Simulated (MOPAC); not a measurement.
MOPAC input (MNDO):

```
MNDO 1SCF CHARGE=-1 GEO-OK AUX(PRECISION=9) THREADS=1
C3H7Ge

C    -2.75851000 1    0.30192100 1    0.25290800 1
C    -1.75819800 1    0.01719600 1   -0.60014800 1
C    -0.62059500 1   -0.90966100 1   -0.22759900 1
Ge    1.01909900 1    0.12051600 1    0.15176400 1
H    -3.46554500 1    1.00803000 1   -0.23472500 1
H    -1.63536200 1    0.43053600 1   -1.62089700 1
H    -0.88324800 1   -1.44734800 1    0.68702800 1
H    -0.37167000 1   -1.63834600 1   -1.01037200 1
H     0.86956600 1    1.01145300 1    1.40681400 1
H     1.39057600 1    1.06558500 1   -1.02405400 1
H     2.30832200 1   -0.74316900 1    0.38879100 1
```

Output:

```
 *******************************************************************************
 **                                                                           **
 **                              MOPAC v23.2.5                                **
 **                                                                           **
 *******************************************************************************
 ** MOPAC's Digital Object Identifier: https://doi.org/10.5281/zenodo.6511958 **
 **                                                                           **
 ** Please cite the open-source release paper for use of this MOPAC version:  **
 ** J. E. Moussa and J. J. P. Stewart (2026)                                  **
 ** MOPAC: An open-source semiempirical molecular orbital program             **
 ** J. Open Source Softw., 11(119), 8025, https://doi.org/10.21105/joss.08025 **
 *******************************************************************************

                              MNDO CALCULATION RESULTS

 *******************************************************************************
 *  MNDO       - The MNDO Hamiltonian to be used
 *  GEO-OK     - OVERRIDE INTERATOMIC DISTANCE AND OTHER SAFETY CHECKS
 *
 *
 *
 *                 CHARGE ON SYSTEM = -1
 *
 *
 *
 *  1SCF       - DO 1 SCF AND THEN STOP
 *  AUX        - OUTPUT AUXILIARY INFORMATION
 *******************************************************************************
MNDO 1SCF CHARGE=-1 GEO-OK AUX(PRECISION=9) THREADS=1
 C3H7Ge

   ATOM   CHEMICAL          X               Y               Z
  NUMBER   SYMBOL      (ANGSTROMS)     (ANGSTROMS)     (ANGSTROMS)

     1       C         -2.75851000  *   0.30192100  *   0.25290800  *
     2       C         -1.75819800  *   0.01719600  *  -0.60014800  *
     3       C         -0.62059500  *  -0.90966100  *  -0.22759900  *
     4      Ge          1.01909900  *   0.12051600  *   0.15176400  *
     5       H         -3.46554500  *   1.00803000  *  -0.23472500  *
     6       H         -1.63536200  *   0.43053600  *  -1.62089700  *
     7       H         -0.88324800  *  -1.44734800  *   0.68702800  *
     8       H         -0.37167000  *  -1.63834600  *  -1.01037200  *
     9       H          0.86956600  *   1.01145300  *   1.40681400  *
    10       H          1.39057600  *   1.06558500  *  -1.02405400  *
    11       H          2.30832200  *  -0.74316900  *   0.38879100  *

          CARTESIAN COORDINATES

    NO.       ATOM           X           Y           Z

     1         C         -2.7585      0.3019      0.2529
     2         C         -1.7582      0.0172     -0.6001
     3         C         -0.6206     -0.9097     -0.2276
     4        Ge          1.0191      0.1205      0.1518
     5         H         -3.4655      1.0080     -0.2347
     6         H         -1.6354      0.4305     -1.6209
     7         H         -0.8832     -1.4473      0.6870
     8         H         -0.3717     -1.6383     -1.0104
     9         H          0.8696      1.0115      1.4068
    10         H          1.3906      1.0656     -1.0241
    11         H          2.3083     -0.7432      0.3888

  H: (MNDO): M.J.S. DEWAR, W. THIEL, J. AM. CHEM. SOC., 99, 4899, (1977)
  C: (MNDO): M.J.S. DEWAR, W. THIEL, J. AM. CHEM. SOC., 99, 4899, (1977)
 Ge: (MNDO): M.J.S.DEWAR, G.L.GRADY, E.F.HEALY,ORGANOMETALLICS 6 186-189 (1987)

           Empirical Formula: C3 H7 Ge  =    11 atoms

      MOLECULAR POINT GROUP   :   C1

      RHF CALCULATION, NO. OF DOUBLY OCCUPIED LEVELS = 12

 -------------------------------------------------------------------------------
 MNDO 1SCF CHARGE=-1 GEO-OK AUX(PRECISION=9) THREADS=1
 C3H7Ge

     1SCF WAS SPECIFIED, SO BFGS WAS NOT USED
     SCF FIELD WAS ACHIEVED

                              MNDO CALCULATION
                                                       MOPAC v23.2.5 Linux

          FINAL HEAT OF FORMATION =         76.20637 KCAL/MOL =     318.84746 KJ/MOL

          COSMO AREA              =        129.42 SQUARE ANGSTROMS
          COSMO VOLUME            =        120.83 CUBIC ANGSTROMS

          IONIZATION POTENTIAL    =          1.635932 EV
          HOMO LUMO ENERGIES (EV) =         -1.636  5.539
          NO. OF FILLED LEVELS    =         12
          MOLECULAR WEIGHT        =        115.6783         POINT GROUP:  C1

          MOLECULAR DIMENSIONS (Angstroms)

            Atom       Atom       Distance
            H    11    H     5     6.06572
            H     8    H     9     3.73667
            H     7    H    10     3.37105

          SCF CALCULATIONS        =          1

   ATOM   CHEMICAL          X               Y               Z
  NUMBER   SYMBOL      (ANGSTROMS)     (ANGSTROMS)     (ANGSTROMS)

     1       C         -2.75851000  *   0.30192100  *   0.25290800  *
     2       C         -1.75819800  *   0.01719600  *  -0.60014800  *
     3       C         -0.62059500  *  -0.90966100  *  -0.22759900  *
     4      Ge          1.01909900  *   0.12051600  *   0.15176400  *
     5       H         -3.46554500  *   1.00803000  *  -0.23472500  *
     6       H         -1.63536200  *   0.43053600  *  -1.62089700  *
     7       H         -0.88324800  *  -1.44734800  *   0.68702800  *
     8       H         -0.37167000  *  -1.63834600  *  -1.01037200  *
     9       H          0.86956600  *   1.01145300  *   1.40681400  *
    10       H          1.39057600  *   1.06558500  *  -1.02405400  *
    11       H          2.30832200  *  -0.74316900  *   0.38879100  *

                             CARTESIAN COORDINATES

   1    C       -2.758510000     0.301921000     0.252908000
   2    C       -1.758198000     0.017196000    -0.600148000
   3    C       -0.620595000    -0.909661000    -0.227599000
   4   Ge        1.019099000     0.120516000     0.151764000
   5    H       -3.465545000     1.008030000    -0.234725000
   6    H       -1.635362000     0.430536000    -1.620897000
   7    H       -0.883248000    -1.447348000     0.687028000
   8    H       -0.371670000    -1.638346000    -1.010372000
   9    H        0.869566000     1.011453000     1.406814000
  10    H        1.390576000     1.065585000    -1.024054000
  11    H        2.308322000    -0.743169000     0.388791000

           Empirical Formula: C3 H7 Ge  =    11 atoms

      MOLECULAR POINT GROUP   :   C1

                  EIGENVALUES
 -30.54748 -21.99590 -13.32330 -11.88303  -9.95309  -8.20104  -8.02005  -7.59589
  -7.26597  -6.20261  -2.74346  -1.63593   5.53933   5.84488   6.01856   6.71204
   8.58707   9.10228   9.66405  10.91347  11.18358  12.19850  14.00907

              NET ATOMIC CHARGES AND DIPOLE CONTRIBUTIONS

  ATOM NO.   TYPE          CHARGE      No. of ELECS.   s-Pop       p-Pop
    1          C          -0.388185        4.3882     1.52371     2.86448
    2          C          -0.350820        4.3508     1.21914     3.13168
    3          C          -0.246808        4.2468     1.24774     2.99907
    4         Ge           1.497585        2.5024     0.88538     1.61703
    5          H          -0.102279        1.1023     1.10228
    6          H          -0.063595        1.0636     1.06360
    7          H          -0.011837        1.0118     1.01184
    8          H          -0.057387        1.0574     1.05739
    9          H          -0.409298        1.4093     1.40930
   10          H          -0.424621        1.4246     1.42462
   11          H          -0.442755        1.4428     1.44276
 DIPOLE           X         Y         Z       TOTAL
 POINT-CHG.     9.507    -1.265     1.359     9.687
 HYBRID         0.314     0.440    -1.889     1.965
 SUM            9.822    -0.825    -0.530     9.870

          ATOMIC ORBITAL ELECTRON POPULATIONS

     Atom    s        px        py        pz
    1  C   1.52371   0.76874   0.75429   1.34146
    2  C   1.21914   1.04516   1.15445   0.93207
    3  C   1.24774   1.10203   0.98598   0.91105
    4 Ge   0.88538   0.57618   0.53995   0.50091
    5  H   1.10228
    6  H   1.06360
    7  H   1.01184
    8  H   1.05739
    9  H   1.40930
   10  H   1.42462
   11  H   1.44276

 **********************
 *                    *
 * JOB ENDED NORMALLY *
 *                    *
 **********************

 == MOPAC DONE ==
```

The dipole moment of an ion depends on the origin.

The geometry given is a B3LYP-D3(BJ)/def2-TZVP minimum.
